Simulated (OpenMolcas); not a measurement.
Cl VI: effect of the IPEA shift

```yaml
Program: OpenMolcas
Basis: ANO-RCC-VTZP [5s4p2d1f]
Scalar_Hamiltonian: DKH2, point nucleus
Active_space: 2 electrons in 4 orbitals (3s 3p)
State_averaging: 2S+1 = 3 even, 3 roots; 2S+1 = 1 even, 7 roots; 2S+1 = 3 odd, 3 roots; 2S+1 = 1 odd, 3 roots
Spin-orbit_coupling: state interaction with AMFI integrals over the reference wave functions, term energies averaged over their components
```

Methods on the same reference wave functions:
A. CASSCF
B. MS-CASPT2, IPEA 0 Eh, imaginary shift 0.1 Eh (closed shells correlated: 2s 2p)
C. MS-CASPT2, IPEA 0.25 Eh, imaginary shift 0.1 Eh (closed shells correlated: 2s 2p)

Energies in cm⁻¹ above 3s² ¹S₀.

```tsv
Level	A	B	C
3s² ¹S₀	0.0	0.0	0.0
3s 3p ³P°₀	97590	97496	97571
3s 3p ³P°₁	98105	98010	98085
3s 3p ³P°₂	99160	99067	99141
3s 3p ¹P°₁	163833	152546	153172
3p² ³P₀	236256	235620	235811
3p² ³P₁	236806	236181	236372
3p² ³P₂	237805	236840	237229
3p² ¹D₂	254932	238619	240429
3p² ¹S₀	292513	279393	279949
```

Between B and C the level of the table that moves most is 3p² ¹D₂, by 1800 cm-1 (lowest in B, highest in C).

The lowest spin-free term lies below A's lowest term by 0.025 hartree in B, 0.025 hartree in C.

Over all roots computed the reference weight is 0.91 to 1.00 in B, 0.93 to 1.00 in C; the roots of lowest weight are the least certain, and an intruder state may touch them. The ¹D term of p² mixes with s d, which this space lacks. Levels of configurations outside the active space are missing.

° marks odd parity.
